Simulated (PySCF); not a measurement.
SMILES C[SiH2][N](C)[GeH3] (C2H11GeNSi) (GFN2-xTB optimised geometry):

```
16

Si     0.117     0.178     0.000
C     -0.513     1.960     0.000
N     -0.534    -0.666     1.366
C     -0.220    -2.082     1.431
Ge    -0.948     0.102     2.974
H      1.594     0.178     0.000
H     -0.365    -0.555    -1.180
H     -1.594     1.999     0.093
H     -0.084     2.538     0.814
H     -0.241     2.448    -0.930
H      0.812    -2.264     1.749
H     -0.353    -2.538     0.450
H     -0.885    -2.580     2.140
H     -1.571     1.434     2.735
H     -1.906    -0.843     3.640
H      0.258     0.253     3.867
```

Computed with PBE0/def2-TZVP (PySCF 2.14.0).

What are the frontier orbital energies and the dipole moment?

HOMO-2 -9.13 eV, HOMO-1 -8.92 eV, HOMO -6.66 eV, LUMO 0.53 eV, LUMO+1 0.88 eV; dipole moment 0.37 D.

On the same geometry PBE/def2-TZVP (PySCF 2.14.0) gives HOMO-2 -7.79 eV, HOMO-1 -7.61 eV, HOMO -5.36 eV, LUMO -0.33 eV, LUMO+1 0.07 eV; dipole moment 0.36 D.

Meta-Löwdin charges at PBE0/def2-TZVP: Si1 0.75, C2 -0.61, N3 -0.63, C4 -0.24, Ge5 0.48, H6 -0.14, H7 -0.12, H8 0.13, H9 0.13, H10 0.14, H11 0.10, H12 0.12, H13 0.11, H14 -0.06, H15 -0.07, H16 -0.09.
